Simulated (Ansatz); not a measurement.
Si(F)2(OH)(SeH) (F₂H₂OSeSi), SMILES O[Si](F)(F)[SeH].

Geometry: PBE0-D3(BJ)/def2-SVP. The structure was generated by enumeration, and PubChem lists no compound with its InChIKey, so it may never have been made. The values are those of a single conformer.

Two levels are set side by side: PBE/def2-SVPD (Ansatz, a program for electronic structure) and CAM-B3LYP/def2-SVPD (Ansatz). Energy differences of separate SCF runs at the same geometry; the states with an electron removed or added have multiplicity 2 and 2. Differences are taken from unrounded values.

```tsv
quantity	CAM-B3LYP	PBE	PBE minus CAM-B3LYP
vertical ionisation energy (eV)	10.30	10.04	-0.26
vertical singlet–triplet gap (eV)	5.41	5.23	-0.18
```
